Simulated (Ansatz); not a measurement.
```yaml
crystal:
  periodic: [false, false, false]
  atoms:
    - {symbol: Ru, position_ang: [0.330674, 0.409509, 0.128070]}
    - {symbol: O, position_ang: [0.138161, 0.370221, 2.210771]}
    - {symbol: O, position_ang: [2.326557, 0.583892, -0.445276]}
    - {symbol: O, position_ang: [-0.810042, 2.009871, -0.588678]}
    - {symbol: N, position_ang: [-0.409321, -1.423870, -0.694868]}
    - {symbol: H, position_ang: [-1.576029, -1.949622, -0.610018]}
basis:
  gaussian: {orbitals: STO-3G}
hamiltonian: {xc: {name: SVWN5}}
output: {forces: true}
```

```sh
$ ansatz run in.yaml --threads 4 --pin off --events-out ev --progress --plain --max-ram 3916MiB
```

Shortened log:

```
Functional definition: SVWN5
625 factors; integrals over basis functions are off by at most 6.8e-4 eV
mean field evaluation 1: about -126969.4207 eV, gradient 1.9e2 eV
mean field evaluation 2: about -126713.8423 eV, gradient 1.6e2 eV
mean field evaluation 4: about -126934.7806 eV, gradient 1.6e2 eV
mean field evaluation 8: about -127065.9462 eV, gradient 9.4e0 eV
mean field evaluation 16: about -127058.0471 eV, gradient 4.9e1 eV
mean field evaluation 32: about -127063.5058 eV, gradient 9.0e0 eV
a density is far from that of the atoms, so the factors are made again for it
687 factors; integrals over basis functions are off by at most 3.1e-5 eV
mean field -127066.96700976 eV, -4669.6249085250 hartree, gradient 6.8e-6 eV, S^2 0.000000; 0 other end points of the search recorded, 0 dependent functions left out
reference -127066.96703388 eV, -4669.6249094115 hartree; 38, 38 occupied and 10, 10 virtual orbitals, 687 factors
Total energy: -127066.96703388 eV, -4669.6249094115 hartree
Atom 0 at     0.330674     0.409509     0.128070 Å, force    -0.127364     0.614066     0.404301 eV/Å
Atom 1 at     0.138161     0.370221     2.210771 Å, force     0.850744     0.245385    -9.381997 eV/Å
Atom 2 at     2.326557     0.583892    -0.445276 Å, force    -9.306641    -0.871508     2.639200 eV/Å
Atom 3 at    -0.810042     2.009871    -0.588678 Å, force     5.144639    -7.178513     3.291679 eV/Å
Atom 4 at    -0.409321    -1.423870    -0.694868 Å, force    -0.585899     4.684163     2.933576 eV/Å
Atom 5 at    -1.576029    -1.949622    -0.610018 Å, force     4.024521     2.506407     0.113241 eV/Å
Dipole moment:    -0.238634    -0.164794    -0.016302 e Å
```

Run time 1.5 s (4 threads of Arm Neoverse V1 on a shared host).

The restricted singlet is unstable towards broken spin symmetry at other levels; at RKS SVWN5/STO-3G this wasn't settled.
